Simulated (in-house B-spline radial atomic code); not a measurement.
A fraction x of an electron is removed from 4p in neutral gallium, starting from [Ar] 3d10 4s2 4p1 and keeping the highest spin. Method: non-relativistic LC-wPBE, spin-polarised, spherical fractional occupations, point nucleus. Calculated with a radial B-spline atomic code at the basis-set limit.

Caution: exact exchange at fractional occupations of open shells leaves self-interaction of up to several eV.

```
   x  E(x) - E(0) (eV)  4p up level (eV)
   0            0.0000            -2.232
0.05            0.1159            -2.403
 0.2            0.5156            -2.931
0.31            0.8602            -3.331
0.48            1.4807            -3.969
 0.5            1.5608            -4.046
0.58            1.8968            -4.355
0.74            2.6440            -4.986
0.87            3.3265            -5.512
0.89            3.4376            -5.593
   1            4.0780                 -
```

The exact functional would give a straight line between the two integer points. Deviations E(x) - E(0) - x[E(1) - E(0)], in eV: -0.088 at x = 0.05, -0.3 at x = 0.2, -0.404 at x = 0.31, -0.477 at x = 0.48, -0.478 at x = 0.5, -0.468 at x = 0.58, -0.374 at x = 0.74, -0.221 at x = 0.87, -0.192 at x = 0.89.

The curve lies below the straight line by up to 0.478 eV (at x = 0.5): convex, the delocalisation error, to which spherically averaged exact exchange adds.

Problem. How well does Slater's transition state (minus the level at half occupation) give the ionisation energy?

Solution. It gives 4.046 eV against 4.078 eV from the two total energies; NIST lists 6.00 eV, ground level to ground level. The end point has an open shell averaged over its orbitals, so its exact exchange keeps a self-interaction and this is no true integer point.
